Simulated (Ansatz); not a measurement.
A nudged elastic band was laid between two geometries of H₄OSSi₂ (8 atoms, charge 0, multiplicity 1).

All numbers below come from RKS PBE0-D4/def2-SVP (Ansatz).

- movable images: 5
- climbing image: yes
- spring: 5.0 eV/Å²
- optimiser: quadratic models (default)
- start path: through a guess of the saddle point
- force threshold: 0.05 eV/Å
- iteration limit: 60
- end points: relaxed

First end point:

```xyz
8
Properties=species:S:1:pos:R:3
Si -0.449 1.273 -0.162
O -0.376 -0.250 0.561
Si 0.469 -1.631 0.328
S 1.813 -1.943 -1.038
H -0.850 1.130 -1.589
H -1.474 2.046 0.589
H 0.880 1.939 -0.059
H -0.013 -2.564 1.371
```

Last end point:

```xyz
8
Properties=species:S:1:pos:R:3
Si -0.493 1.226 -0.318
O -0.561 -0.444 -0.083
Si 0.482 -1.617 0.374
S 2.351 -1.377 0.843
H -1.851 1.642 -0.760
H -0.138 1.897 0.963
H 0.514 1.543 -1.369
H -0.305 -2.871 0.349
```

Problem. Which bonds break or form, and what moves?

Solution. No bond is made or broken. The dihedral H7–Si1–O2–Si3 goes from -61 to 60°. The two ends are copies of one structure, up to a mirror image or an exchange of like atoms.

Problem. What energy profile does the band end with?

Solution. The forces met the threshold. The highest image is number 3 of 0 to 6, 0.3 kcal/mol above the ends, which have the same energy within 2 meV. A vibrational analysis at the climbing image gives one clearly imaginary mode, 41i cm⁻¹: a first-order saddle point.

| image | path coordinate (Å) | energy (kcal/mol) | dihedral H7–Si1–O2–Si3 (°) |
| --- | --- | --- | --- |
| 0 | 0.00 | 0.0 | -61 |
| 1 | 0.60 | 0.1 | -41 |
| 2 | 1.21 | 0.2 | -20 |
| 3 | 1.81 | 0.3 | -1 |
| 4 | 2.42 | 0.2 | 18 |
| 5 | 3.02 | 0.1 | 39 |
| 6 | 3.63 | 0.0 | 60 |

Problem. What is the geometry of the highest image?

Solution. 
```xyz
8
Properties=species:S:1:pos:R:3
Si -0.497 1.269 -0.219
O -0.499 -0.349 0.248
Si 0.499 -1.641 0.325
S 2.367 -1.717 -0.198
H -1.516 1.432 -1.292
H -0.872 2.082 0.970
H 0.854 1.658 -0.710
H -0.334 -2.734 0.876
```

The band took 13 iterations and about 3 core-minutes.

Time of the run: 3.4 min on 1 CPU thread of a shared host.
